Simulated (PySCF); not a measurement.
## Be (beryllium, neutral) across methods

[He] 2s1 3s1, high-spin 3S determinant (an excited configuration). Computed with PySCF 2.14 in aug-cc-pCVTZ-DK with one added diffuse shell each of s, p, d, f type (8s7p5d3f, 75 functions), with scalar relativity by spin-free X2C-1e.

```json
{"method": "r2SCAN", "E (hartree)": "-14.4326", "mean ε 1s β (eV)": "-115.26", "mean ε 2s α (eV)": "-10.552", "mean ε 3s α (eV)": "-1.750", "Σ⟨r²⟩ (bohr²)": "69.21", "⟨S²⟩": "2.000"}
{"method": "LDA", "E (hartree)": "-14.2266", "mean ε 1s β (eV)": "-111.44", "mean ε 2s α (eV)": "-10.232", "mean ε 3s α (eV)": "-1.776", "Σ⟨r²⟩ (bohr²)": "67.70", "⟨S²⟩": "2.000"}
{"method": "UHF", "E (hartree)": "-14.37985", "mean ε 1s β (eV)": "-134.88", "mean ε 2s α (eV)": "-14.243", "mean ε 3s α (eV)": "-2.724", "Σ⟨r²⟩ (bohr²)": "73.85", "⟨S²⟩": "2.000"}
{"method": "LC-wPBE", "E (hartree)": "-14.4178", "mean ε 1s β (eV)": "-118.84", "mean ε 2s α (eV)": "-14.149", "mean ε 3s α (eV)": "-2.964", "Σ⟨r²⟩ (bohr²)": "70.61", "⟨S²⟩": "2.000"}
{"method": "PBE0", "E (hartree)": "-14.4178", "mean ε 1s β (eV)": "-118.46", "mean ε 2s α (eV)": "-11.422", "mean ε 3s α (eV)": "-2.099", "Σ⟨r²⟩ (bohr²)": "68.73", "⟨S²⟩": "2.000"}
{"method": "TPSS", "E (hartree)": "-14.4473", "mean ε 1s β (eV)": "-114.37", "mean ε 2s α (eV)": "-10.429", "mean ε 3s α (eV)": "-1.765", "Σ⟨r²⟩ (bohr²)": "68.28", "⟨S²⟩": "2.000"}
{"method": "PBE", "E (hartree)": "-14.4112", "mean ε 1s β (eV)": "-112.75", "mean ε 2s α (eV)": "-10.371", "mean ε 3s α (eV)": "-1.804", "Σ⟨r²⟩ (bohr²)": "67.84", "⟨S²⟩": "2.000"}
{"method": "HSE06", "E (hartree)": "-14.4204", "mean ε 1s β (eV)": "-118.07", "mean ε 2s α (eV)": "-11.022", "mean ε 3s α (eV)": "-1.829", "Σ⟨r²⟩ (bohr²)": "68.73", "⟨S²⟩": "2.000"}
```

The outer electron is Rydberg-like, and this basis confines it to a smaller radius and binds it less than a complete one would.
